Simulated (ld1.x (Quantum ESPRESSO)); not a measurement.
## Scattering properties, RRKJ potential for Pt

* Element: platinum
* Generator: ld1.x (Quantum ESPRESSO) 7.5
* Type: norm-conserving RRKJ (Kleinman–Bylander form)
* Functional: LDA (PZ)
* Relativity: fully relativistic
* Frozen core: [Xe] 4f14
* Valence charge: 10
* Reference configuration: 5d9 6s0.75 6p0.25
* Partial waves: 6s (bound): rc 2.35 bohr; 6p (bound): rc 3.85 bohr; 5d (bound): rc 1.30 bohr
* Local potential: all-electron potential smoothed inside 3.55 bohr (lloc = -2)
* Core correction: Bessel-smoothed model core, default radius (core density twice the valence density)
* rho0: 0.005

Open shells are filled in proportion to 2j + 1 (rel_dist='average').

The phase is arctan(r·u′/u) with u = r·R(r), unwrapped; energies in Ry, scanned from -3 to 5 Ry. A pole is an energy at which the radial function vanishes at the test radius. The pseudo phase is shifted by a multiple of π to meet the all-electron one at the reference energy, and phase errors are pseudo minus all-electron; the curves can meet again beyond the range given. Levels narrower than the energy grid can be missing from the lists of poles.

For each channel, where are the poles, and over which energies does the pseudopotential scatter like the atom?

```tsv
channel	radius (bohr)	reference energy (Ry)	poles, all-electron	poles, pseudo	unbroken range about the reference energy with phases within 0.05 rad	phase error 1 Ry above the reference energy (rad)
s	4.21	-0.47	-0.26, 2.51	-1.46, -0.25, 3.21	-1.4 to 0.3	+0.098
p1/2	4.21	-0.13	0.33, 3.21	0.31, 1.89	below 0.6	-0.160
p3/2	4.21	-0.09	0.52, 3.56	0.52, 3.54	below 1.8	+0.001
d3/2	4.21	-0.57	-0.54, 1.66	-0.54, 1.93	below 0.2	+0.152
d5/2	4.21	-0.47	-0.44, 1.72	-0.44, 1.99	below 0.3	+0.218
```

Note: ghost state, extra bound levels that the all-electron valence spectrum of the same l lacks: s at -20.1 eV. A true bound ghost makes a file unfit for plane-wave use.

Phases in the p3/2 channel:

| E (Ry) | all-electron | pseudo |
| --- | --- | --- |
| -3.00 | 1.429 | 1.429 |
| -2.76 | 1.422 | 1.422 |
| -2.52 | 1.414 | 1.414 |
| -2.28 | 1.405 | 1.405 |
| -2.04 | 1.395 | 1.395 |
| -1.80 | 1.381 | 1.381 |
| -1.56 | 1.365 | 1.365 |
| -1.32 | 1.343 | 1.343 |
| -1.08 | 1.312 | 1.312 |
| -0.84 | 1.263 | 1.263 |
| -0.60 | 1.175 | 1.175 |
| -0.36 | 0.953 | 0.953 |
| -0.12 | -0.036 | -0.036 |
| 0.12 | -1.221 | -1.221 |
| 0.36 | -1.490 | -1.490 |
| 0.60 | -1.603 | -1.603 |
| 0.84 | -1.682 | -1.681 |
| 1.08 | -1.762 | -1.761 |
| 1.32 | -1.879 | -1.875 |
| 1.56 | -2.129 | -2.117 |
| 1.80 | -2.989 | -2.936 |
| 2.04 | -4.089 | -4.064 |
| 2.28 | -4.411 | -4.402 |
| 2.52 | -4.535 | -4.531 |
| 2.76 | -4.602 | -4.600 |
| 3.00 | -4.646 | -4.645 |
| 3.24 | -4.678 | -4.679 |
| 3.48 | -4.705 | -4.706 |
| 3.72 | -4.728 | -4.732 |
| 3.96 | -4.750 | -4.758 |
| 4.20 | -4.774 | -4.787 |
| 4.44 | -4.801 | -4.826 |
| 4.68 | -4.835 | -4.889 |
| 4.92 | -4.885 | -5.035 |
